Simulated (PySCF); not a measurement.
C3F3, doublet, geometry from GFN2-xTB. Base run: DF-PBE/6-31G* (PySCF).

Input for PySCF:
```python
from pyscf import gto, scf, dft

mol = gto.Mole()
mol.atom = '''
    C     2.404242    0.020225    0.084820
    C     1.212010    0.010196    0.042759
    C    -0.262040   -0.002204   -0.009245
    F    -0.709841   -0.977049   -0.802178
    F    -0.787142   -0.193458    1.202069
    F    -0.739158    1.151695   -0.478781
'''
mol.basis = '6-31g*'
mol.charge = 0
mol.spin = 1
mol.verbose = 4
mol.build()

mf = dft.UKS(mol)
mf.xc = 'pbe'
mf = mf.density_fit(auxbasis='def2-universal-jkfit')
mf.kernel()
```

Variants of this job, named by their change:

```csv
change,basis functions,E (Eh),HOMO (eV),dipole (D),core-seconds (rough)
base,84,-413.21463,-7.64,0.88,20
basis = STO-3G,30,-407.43462,-4.63,0.69,9
basis = 6-31G,54,-413.12016,-8.02,1.42,10
basis = 3-21G,54,(withheld),(withheld),(withheld),10
basis = pcseg-1,84,(withheld),(withheld),(withheld),20
basis = def2-SVP,84,-412.91741,-7.96,1.07,20
basis = 6-31G**,84,-413.21463,-7.64,0.88,20
basis = def2-SV(P),84,-412.91741,-7.96,1.07,20
basis = 6-31+G*,108,(withheld),(withheld),(withheld),20
basis = 6-311G**,108,-413.34277,-8.00,1.09,20
basis = def2-SVPD,(withheld),(withheld),(withheld),(withheld),30
basis = 6-311++G**,132,-413.35592,-8.21,1.32,30
"basis = 6-311+G(2d,p)",162,-413.36608,-8.16,1.21,40
```

**Question.** Fill in the missing entries.

**Answer.** 
- basis = 3-21G, E (Eh): -410.96066
- basis = 3-21G, HOMO (eV): -7.91
- basis = 3-21G, dipole (D): 1.00
- basis = pcseg-1, E (Eh): -413.15440
- basis = pcseg-1, HOMO (eV): -8.14
- basis = pcseg-1, dipole (D): 1.18
- basis = 6-31+G*, E (Eh): -413.24546
- basis = 6-31+G*, HOMO (eV): -8.13
- basis = 6-31+G*, dipole (D): 1.25
- basis = def2-SVPD, basis functions: 129
- basis = def2-SVPD, E (Eh): -412.94589
- basis = def2-SVPD, HOMO (eV): -8.20
- basis = def2-SVPD, dipole (D): 1.29

Totals compare only among sets that treat the same electrons; sets with core potentials leave the core out.

Open shells are given as the SCF converged; they aren't shown to be the lowest states, and a large step between rows can be another state.
